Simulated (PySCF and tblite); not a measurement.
Results of a calculation; reference values are marked as such.
C4H4FN3, numbered as in [H]/[N:1]=[CH:2]\[c:3]1[cH:4][n:5][c:6]([F:7])[nH:8]1.

Conformers came from 60 starts (ETKDG and KDG, MMFF94s, GFN2-xTB); geometries are GFN2-xTB. Energies: PBE0-D3(BJ)/def2-SVP (IEF-PCM, chloroform), with GFN2-xTB thermal terms (modes under about 100 cm⁻¹ blended into free rotors). Symmetry numbers and mirror images are counted. Conformers within 3 kcal/mol (GFN2-xTB free energy) were kept, 10 at most. Run with PySCF (density fitting) and tblite.

Torsions listed: N1–C2–C3–N8.

```csv
conformer,shape,symmetry
1,180°,Cs
2,0°,Cs
```

Question: Which of these conformers is the most populated at 298.15 K, and with what share?

Answer: Conformer 2, about 83 %.

Question: Give the DFT energies and free energies relative to the lowest, and all weights.

Answer: 
```tsv
conformer	shape	E(DFT) kcal/mol	G(298.15 K) kcal/mol	weight %
1	180°	0.78	0.92	17.4
2	0°	0.00	0.00	82.6
```

Question: How does its share change from 150 K to 400 K?

Answer: From 95 % to 77 %; the mixing entropy goes from 0.38 to 1.08 cal/(mol K).
